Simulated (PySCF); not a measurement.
# C7H8FS: g tensor and hyperfine couplings

Compound: C7H8FS (doublet state).
Structure used (GFN2-xTB), in Å, numbered top down from 1:
```xyz
17
C7H8FS angstrom
C     -2.8081   -0.1807    0.3224
C     -1.6339   -0.2653   -0.2723
C     -0.3335    0.1759    0.3464
C      0.3613    1.1790   -0.5002
C      1.7817    1.3346   -0.3780
S      2.5691   -0.2672   -1.0937
C      1.6643   -1.3152   -0.0169
F      2.2790   -2.4944    0.1997
C      0.5122   -1.0503    0.5879
H     -3.7121   -0.5166   -0.1558
H     -2.9179    0.2296    1.3133
H     -1.5422   -0.6849   -1.2647
H     -0.5528    0.6133    1.3345
H     -0.1430    1.5576   -1.3733
H      2.1523    1.3464    0.6446
H      2.2097    2.1351   -0.9716
H      0.1069   -1.7849    1.2678
```

The hyperfine couplings belong to this conformer and change with its torsions.

As a line formula: `C=C[C@@H]1[CH]CSC(F)=C1` [radical].

Method: UKS B3LYP, pcH-1 on C F H S, non-relativistic, mean-field spin-orbit, GIAO in PySCF 2.14.0. Geometry: GFN2-xTB, one conformer, isolated molecule. The geometry wasn't refined by DFT: couplings that depend on bond lengths, twists or pyramidal angles can differ widely from those at the functional's own minimum. The SCF solution wasn't tested for stability.

* g1, g2, g3: 1.99919, 2.00244, 2.00517
* g_iso: 2.00226
* Form of g: rhombic: the two nearest values differ by 46 % of g3 − g1
* ⟨S²⟩: 0.7564 (exact 0.7500)
* α and β electrons: 38, 37
* Total energy: -769.51390 Eh

Hyperfine couplings atom by atom, in MHz; T1 to T3 are the principal values of the dipolar part; ρ(0) is the spin density at the nucleus:

```csv
atom,isotope,a_iso,of which spin–orbit,T1,T2,T3,Mulliken spin population,ρ(0) (bohr⁻³)
C1,13C,-0.9,0.0,-0.9,0.1,0.8,0.00,-0.0008
C2,13C,8.5,0.0,-1.2,-0.4,1.6,0.01,0.0076
C3,13C,-24.9,0.0,-1.8,0.0,1.8,-0.07,-0.0222
C4,13C,91.8,-0.1,-74.3,-73.7,148.0,0.92,0.0817
C5,13C,-14.2,0.0,-6.8,0.9,5.9,-0.09,-0.0126
S6,33S,24.5,0.1,-23.1,-20.4,43.5,0.19,0.0711
C7,13C,-6.5,0.0,-1.4,-0.4,1.7,0.00,-0.0058
F8,19F,59.6,0.1,-10.7,-7.9,18.6,0.00,0.0141
C9,13C,26.2,-0.1,-3.9,-1.9,5.8,0.02,0.0234
H10,1H,0.0,0.0,-0.8,-0.7,1.5,0.00,0.0000
H11,1H,0.4,0.0,-1.5,-1.0,2.5,0.00,0.0001
H12,1H,-1.3,0.0,-2.9,-2.4,5.3,0.00,-0.0003
H13,1H,109.3,0.0,-5.4,-3.5,8.9,0.04,0.0244
H14,1H,-53.9,0.0,-35.0,-0.7,35.7,-0.04,-0.0121
H15,1H,37.5,0.0,-5.3,-2.8,8.1,0.02,0.0084
H16,1H,10.9,0.0,-5.5,-2.7,8.2,0.00,0.0024
H17,1H,-1.4,0.0,-2.6,-1.2,3.8,0.00,-0.0003
```

The largest Mulliken spin populations are on C4 (+0.92), S6 (+0.19), C5 (-0.09) and C3 (-0.07). The angles at C4 add up to 357.6°, so it is nearly planar; its axial dipolar tensor and the negative coupling of its proton fit spin in a p orbital normal to that plane.

Axes: g2 points within 5° of the C5–S6 bond.

Under fast tumbling the dipolar parts average out, and these isotropic splittings remain (the largest six): 1 × 1H (H13, I = 1/2, 2 lines) with 3.90 mT, 1 × 19F (F8, I = 1/2, 2 lines) with 2.13 mT, 1 × 1H (H14, I = 1/2, 2 lines) with 1.92 mT, 1 × 1H (H15, I = 1/2, 2 lines) with 1.34 mT, 1 × 1H (H16, I = 1/2, 2 lines) with 0.39 mT and 1 × 1H (H17, I = 1/2, 2 lines) with 0.05 mT.

The 13C coupling of C4 (91.8 MHz) shows only in satellite lines or after enrichment, since that isotope makes up about 1.07 % of natural carbon.

The 33S coupling of S6 (24.5 MHz) shows only in satellite lines or after enrichment, since that isotope makes up about 0.76 % of natural sulfur.
